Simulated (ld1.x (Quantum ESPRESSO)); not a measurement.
**Fe: PAW pseudisation with PBE, scalar-relativistic reference atom.**

ld1.x (Quantum ESPRESSO) 7.5 input, shortened:

```
&input
   title='Fe', zed=26., rel=1, dft='PBE', iswitch=3,
   config='[Ar] 3d6 4s1.5 4p0'
 /
 &inputp
   pseudotype=3, lpaw=.true., tm=.true., lloc=-1, rcloc=0.95,
   nlcc=.true., new_core_ps=.true., rcore=1.20,
   which_augfun='PSQ', rmatch_augfun=0.85
 /
6
3S  1  0   2.00   0.00  1.10  1.15  0.0
4S  2  0   1.50   0.00  1.10  1.15  0.0
3P  2  1   6.00   0.00  1.20  1.30  0.0
4P  3  1   0.00   0.00  1.20  1.30  0.0
3D  3  2   6.00   0.00  0.85  1.15  0.0
3D  3  2   0.00  -0.25  0.85  1.15  0.0
 &test
   configts(1)='3s2 3p6 3d6 4s1.5 4p0'
 /
```

All-electron outer shells of the reference configuration (PBE, scalar-relativistic, ld1.x):

```json
{"shell": "2p", "level (eV)": "-702.47", "outermost node (bohr)": "–", "outermost maximum (bohr)": "0.18"}
{"shell": "3s", "level (eV)": "-98.09", "outermost node (bohr)": "0.33", "outermost maximum (bohr)": "0.70"}
{"shell": "3p", "level (eV)": "-64.12", "outermost node (bohr)": "0.30", "outermost maximum (bohr)": "0.72"}
{"shell": "3d", "level (eV)": "-11.55", "outermost node (bohr)": "–", "outermost maximum (bohr)": "0.71"}
{"shell": "4s", "level (eV)": "-8.69", "outermost node (bohr)": "1.00", "outermost maximum (bohr)": "2.35"}
{"shell": "4p", "level (eV)": "-4.18", "outermost node (bohr)": "1.10", "outermost maximum (bohr)": "3.02"}
```

Question: Does this generation succeed?

Answer: No. ld1.x (Quantum ESPRESSO) 7.5 stopped with "new_paw_hamiltonian: negative rho": the spherical valence density built from the smooth waves and the augmentation charge turned negative at some radius.
